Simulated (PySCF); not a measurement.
A series of related molecules.

All values: PBE0/def2-SVPD (PySCF) at GFN2-xTB geometries, gas phase, one conformer each. Core orbitals are frozen in the response; Δα² is half the sum of the squared differences of the principal polarisabilities.

Question: Rank by dipole moment, lowest first.
A. `[O:1]=[C:2]1[CH:3]=[CH:4][C:5](=[O:6])[CH:7]1[SiH3:8]` with O1–C2–C3–C4 172°, C3–C4–C5–O6 -172°, C4–C5–C7–Si8 105°, O1–C2–C7–C5 -168°
B. `[CH3:1][C:2]1([C:3]#[N:4])[C:5](=[O:6])[CH:7]=[CH:8][C:9]1=[O:10]` with C1–C2–C5–O6 -40°, C2–C5–C7–C8 -10°, C7–C8–C9–O10 -168°, C1–C2–C9–C8 -139°
C. `C[C@H]1C(=O)C=C(F)C1=O`
D. `[CH3:1][SiH:2]1[C:3](=[O:4])[CH:5]=[CH:6][C:7]1=[O:8]` with C1–Si2–C3–O4 37°, Si2–C3–C5–C6 18°, C5–C6–C7–O8 159°, C1–Si2–C7–C6 140°
E. `[CH3:1][CH2:2][CH:3]1[C:4](=[O:5])[CH:6]=[CH:7][C:8]1=[O:9]` with C1–C2–C3–C4 -72°
F. `[CH3:1][C@H:2]1[O:3][C:4](=[O:5])[CH:6]=[CH:7][C:8]1=[O:9]` with C1–C2–O3–C4 95°, C2–O3–C4–O5 -173°, O3–C4–C6–C7 7°, C6–C7–C8–O9 171°

Answer: C (0.71 D), D (1.24 D), E (1.58 D), A (1.76 D), F (2.33 D), B (4.20 D).

Question: Rank by HOMO–LUMO gap, highest first.
A. `C[SiH]1C(=O)C=CC1=O`
B. `C[C@H]1C(=O)C=CC1=S`
C. `C1=CC([C@H](OC1=O)C)=O`
D. `CC1(C#N)C(=O)C=CC1=O`
E. `C[C@H]1C(=O)C=C(F)C1=O`

Answer: C (5.00 eV), E (4.85 eV), D (4.70 eV), A (3.85 eV), B (3.40 eV).

Question: Rank by polarisability anisotropy Δα, highest first.
A. `C=C1C(=O)C=CC1=O`
B. `[CH3:1][CH2:2][CH:3]1[C:4](=[O:5])[CH:6]=[CH:7][C:8]1=[O:9]` with C1–C2–C3–C4 -72°
C. `[O:1]=[C:2]1[CH:3]=[CH:4][C:5](=[O:6])[CH:7]1[SiH3:8]` with O1–C2–C3–C4 172°, C3–C4–C5–O6 -172°, C4–C5–C7–Si8 105°, O1–C2–C7–C5 -168°
D. `C[C@H]1C(=O)C=CC1=S`
E. `[CH3:1][C@H:2]1[O:3][C:4](=[O:5])[CH:6]=[CH:7][C:8]1=[O:9]` with C1–C2–O3–C4 95°, C2–O3–C4–O5 -173°, O3–C4–C6–C7 7°, C6–C7–C8–O9 171°
F. `O=C1C(=CC(=O)[C@@H]1C)Cl`

Answer: D (10.07 Å³), F (7.64 Å³), A (7.24 Å³), E (6.29 Å³), B (5.57 Å³), C (4.91 Å³).

All values together:

```
                 SMILES   formula  μ (D)  HOMO (eV)  LUMO (eV)  α (Å³)  Δα (Å³)  electrons  α per electron (Å³)
    C[SiH]1C(=O)C=CC1=O  C5H6O2Si   1.24      -6.67      -2.82   13.27     5.71         66                0.201
C[C@H]1C(=O)C=C(Cl)C1=O  C6H5ClO2   0.76      -7.79      -3.10   13.21     7.64         74                0.179
   CC1(C#N)C(=O)C=CC1=O   C7H5NO2   4.20      -8.14      -3.45   12.65     3.03         70                0.181
 C[C@H]1C(=O)C=C(F)C1=O   C6H5FO2   0.71      -7.86      -3.02   11.00     5.64         66                0.167
   C[C@H]1OC(=O)C=CC1=O    C6H6O3   2.33      -8.03      -3.03   11.57     6.29         66                0.175
       C=C1C(=O)C=CC1=O    C6H4O2   1.14      -7.62      -2.91   11.08     7.24         56                0.198
    C[C@H]1C(=O)C=CC1=S    C6H6OS   1.51      -6.86      -3.46   14.36    10.07         66                0.218
       CCC1C(=O)C=CC1=O    C7H8O2   1.58      -7.46      -2.85   12.55     5.57         66                0.190
   O=C1C=CC(=O)C1[SiH3]  C5H6O2Si   1.76      -7.60      -2.88   12.88     4.91         66                0.195
```

Conformers: `[CH3:1][SiH:2]1[C:3](=[O:4])[CH:5]=[CH:6][C:7]1=[O:8]` with C1–Si2–C3–O4 37°, Si2–C3–C5–C6 18°, C5–C6–C7–O8 159°, C1–Si2–C7–C6 140°; `[CH3:1][C:2]1([C:3]#[N:4])[C:5](=[O:6])[CH:7]=[CH:8][C:9]1=[O:10]` with C1–C2–C5–O6 -40°, C2–C5–C7–C8 -10°, C7–C8–C9–O10 -168°, C1–C2–C9–C8 -139°; `[CH3:1][C@H:2]1[O:3][C:4](=[O:5])[CH:6]=[CH:7][C:8]1=[O:9]` with C1–C2–O3–C4 95°, C2–O3–C4–O5 -173°, O3–C4–C6–C7 7°, C6–C7–C8–O9 171°; `[CH3:1][CH2:2][CH:3]1[C:4](=[O:5])[CH:6]=[CH:7][C:8]1=[O:9]` with C1–C2–C3–C4 -72°; `[O:1]=[C:2]1[CH:3]=[CH:4][C:5](=[O:6])[CH:7]1[SiH3:8]` with O1–C2–C3–C4 172°, C3–C4–C5–O6 -172°, C4–C5–C7–Si8 105°, O1–C2–C7–C5 -168°.

Question: How closely does the mean polarisability follow the number of electrons in this set?

Answer: The correlation coefficient is 0.49; α per electron runs from 0.167 to 0.218 Å³.
